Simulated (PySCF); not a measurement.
PySCF was given this input:
```python
from pyscf import gto, scf

mol = gto.Mole()
mol.atom = '''
    B     0.86251219   -1.19327684    0.20470020
    N     1.39506126    0.13710217    0.26582380
    B     0.66986180    1.29721651    0.08876115
    N    -0.82466883    1.14092094   -0.19571883
    B    -1.41304089   -0.26903579   -0.26514000
    N    -0.54097915   -1.31871608   -0.06312431
    H     1.53770716   -2.12740221    0.36494437
    H     2.38574493    0.21228932    0.45529505
    H     1.11296446    2.37378670    0.14057704
    H    -1.03809559    1.62294398   -1.07286357
    H    -1.34412975    1.67284054    0.50748952
    H    -2.55236918   -0.38238491   -0.48219127
    H    -0.90438046   -2.26174200   -0.10372250
'''
mol.basis = 'aug-pcseg-1'
mol.charge = 1
mol.verbose = 4
mol.build()

mf = scf.RHF(mol)
mf = mf.density_fit(auxbasis='def2-universal-jkfit')
mf.kernel()
```

Q: Estimate the nuclear repulsion energy that DF-HF/aug-pcseg-1 (PySCF) returns for this input.

A: 206.9976 Eh

Q: What Mulliken (on the basis functions themselves) charges in atom order does DF-HF/aug-pcseg-1 give?

A: B1 0.96, N2 -0.89, B3 0.96, N4 -1.47, B5 0.96, N6 -0.89, H7 0.06, H8 0.20, H9 -0.01, H10 0.47, H11 0.47, H12 -0.01, H13 0.20

Q: What HOMO energy does DF-HF/aug-pcseg-1 give?

A: -16.69 eV

Q: Give the HOMO-LUMO gap at the level DF-HF/aug-pcseg-1.

A: 13.94 eV
